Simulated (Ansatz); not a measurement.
# HfH4 in a box, plane waves

Ansatz 0.2.0, DFT PBE, scalar-relativistic, plane waves, PAW, molecule in a box. The geometry was relaxed with Gaussian bases (PBE; Hf def2-SVP with ECP60, H def2-SVP).

```yaml
crystal:
  lattice:
    - [12.03, 0.0, 0.0]
    - [0.0, 12.03, 0.0]
    - [0.0, 0.0, 11.14]
  atoms:
    - { symbol: Hf, position: [0.49994264, 0.49994264, 0.49993627] }
    - { symbol: H, position: [0.62582128, 0.49994264, 0.5959237] }
    - { symbol: H, position: [0.49994264, 0.62582128, 0.40394973] }
    - { symbol: H, position: [0.37406484, 0.49994264, 0.5959237] }
    - { symbol: H, position: [0.49994264, 0.37406484, 0.40394973] }
basis:
  ecutwfc: 420
  ecutrho_ratio: 4
kpoints:
  mp_grid: { grid: [1, 1, 1] }
hamiltonian:
  xc: pbe
scf:
  occupations: { method: gaussian, width: 0.01 }
output:
  forces: true
  eigenvalues: true
  populations: true
```

Command:
```sh
ansatz run input.yaml --threads 2 --pin off --max-ram 5120MiB --backend cpu --events-out ev --progress --plain --runs-dir out
```
It took 3.3 s on 2 threads of Arm Neoverse V1 (shared host), peak memory 0.81 GiB.

Question: How does the SCF go?

Answer: 
```
SCF iter   1: F=—  HF=-15781.990304 eV  |F-HF|=—  |Δ(HF+E_count)|=         —  Δρ=2.34e-3
preconditioner: auto → Resta (q_TF=auto, 1.404 Å⁻¹)  ε∞=1.2  [insulator: Δε(μ)=4.107 eV  Ē_g=11.189 eV  σ=0.010 eV  W_gap=1.00  n_
SCF iter   2: F=—  HF=-15781.986430 eV  |F-HF|=—  |Δ(HF+E_count)|=   3.87e-3  Δρ=1.35e-3
SCF iter   3: F=—  HF=-15781.992883 eV  |F-HF|=—  |Δ(HF+E_count)|=   6.45e-3  Δρ=5.71e-4
SCF iter   4: F=—  HF=-15781.999382 eV  |F-HF|=—  |Δ(HF+E_count)|=   6.50e-3  Δρ=1.80e-4
SCF iter   5: F=—  HF=-15782.000830 eV  |F-HF|=—  |Δ(HF+E_count)|=   1.45e-3  Δρ=3.63e-5
SCF iter   6: F=—  HF=-15782.000915 eV  |F-HF|=—  |Δ(HF+E_count)|=   8.52e-5  Δρ=2.20e-5
SCF iter   7: F=—  HF=-15782.000914 eV  |F-HF|=—  |Δ(HF+E_count)|=   4.56e-7  Δρ=5.86e-6
SCF iter   8: F=-15782.000915 eV  HF=-15782.000915 eV  |F-HF|=1.63e-9  |Δ(HF+E_count)|=   1.67e-7  Δρ=6.14e-7
```

Question: Which levels lie next to the highest filled one (eV, counted from it)?

Answer: Filled: -10.34, -10.34, -10.31, -10.31, -10.31, -10.29, -1.44, 0.00, 0.00, 0.00. Empty: 4.00, 4.00, 4.89, 4.89, 4.90.

Question: What forces are left at this geometry, relaxed with Gaussian bases (eV/Å)?

Answer: 
```
Hf   0.00  0.00  0.00
H   -0.16  0.00 -0.11
H    0.00 -0.16  0.11
H    0.16  0.00 -0.11
H    0.00  0.16  0.11
```
